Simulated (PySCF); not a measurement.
Radial density of Pb³⁺ (lead, charge +3)

UHF, [Xe] 4f14 5d10 6s1, 2S determinant. Computed with PySCF 2.14 in aug-cc-pwCVTZ-DK3 (11s10p8d5f1g, 125 functions), with the spin-free X2C one-electron Hamiltonian (Gaussian nucleus).

```json
{"r (bohr)": "0.0157", "4πr²ρ (e/bohr)": "105.7", "4πr²(ρα − ρβ)": "0.0002"}
{"r (bohr)": "0.0265", "4πr²ρ (e/bohr)": "108.9", "4πr²(ρα − ρβ)": "0.0031"}
{"r (bohr)": "0.0445", "4πr²ρ (e/bohr)": "153.5", "4πr²(ρα − ρβ)": "0.0154"}
{"r (bohr)": "0.0749", "4πr²ρ (e/bohr)": "127.0", "4πr²(ρα − ρβ)": "-0.0106"}
{"r (bohr)": "0.126", "4πr²ρ (e/bohr)": "143.0", "4πr²(ρα − ρβ)": "0.0244"}
{"r (bohr)": "0.212", "4πr²ρ (e/bohr)": "92.64", "4πr²(ρα − ρβ)": "0.0027"}
{"r (bohr)": "0.356", "4πr²ρ (e/bohr)": "97.96", "4πr²(ρα − ρβ)": "0.0151"}
{"r (bohr)": "0.599", "4πr²ρ (e/bohr)": "39.06", "4πr²(ρα − ρβ)": "0.1249"}
{"r (bohr)": "1.01", "4πr²ρ (e/bohr)": "21.82", "4πr²(ρα − ρβ)": "-0.0987"}
{"r (bohr)": "1.70", "4πr²ρ (e/bohr)": "5.690", "4πr²(ρα − ρβ)": "0.6436"}
{"r (bohr)": "2.85", "4πr²ρ (e/bohr)": "0.4771", "4πr²(ρα − ρβ)": "0.2877"}
{"r (bohr)": "4.80", "4πr²ρ (e/bohr)": "0.005395", "4πr²(ρα − ρβ)": "0.0051"}
```

Densities and radii are taken from the X2C orbitals without a picture-change correction, which distorts them close to the nucleus.

Spin-orbit coupling, which splits the p, d and f shells strongly at this Z, is absent.

**Question.** Where is the radial spin density 4πr²(ρα − ρβ) most negative, and why is it negative at all?

**Answer.** Around r = 1.01 bohr, down to -0.0987 e/bohr: exchange with the open shell polarises the paired shells in an unrestricted calculation.
